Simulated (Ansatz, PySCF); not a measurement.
C3H7NSi2, SMILES C=C1N=C[SiH2][SiH2]1.

Geometry optimised at r2SCAN-D4/def2-SVP. The structure was generated by enumeration, and PubChem lists no compound with its InChIKey, so it may never have been made.

Vertical ionisation energy (IE) and electron affinity (EA) in eV. Rows of orbital energies are one-electron estimates. Where ΔSCF, EOM or ADC give a negative EA the extra electron is unbound and the value depends on the basis.

```json
[
 {"level": "−ε(HOMO), −ε(LUMO), M06-2X/def2-TZVP (PySCF)", "IE": "7.99", "EA": "0.69"},
 {"level": "−ε(HOMO), −ε(LUMO), PBE/def2-TZVP (PySCF)", "IE": "5.63", "EA": "2.64"},
 {"level": "ΔSCF, PBE0/def2-SVPD (Ansatz), final states of multiplicity 2 and 2", "IE": "8.68", "EA": "0.01"},
 {"level": "ΔSCF, PBE/def2-SVPD (Ansatz), final states of multiplicity 2 and 2", "IE": "8.45", "EA": "0.09"}
]
```

Question: What vertical singlet–triplet gap does ΔSCF give with PBE0/def2-SVPD (Ansatz, a quantum-chemistry and plane-wave program) and with PBE/def2-SVPD (Ansatz)? (The exact figures need the calculation; the answer reports its results.)

Answer: 3.01 and 2.91 eV (triplet above singlet where positive).
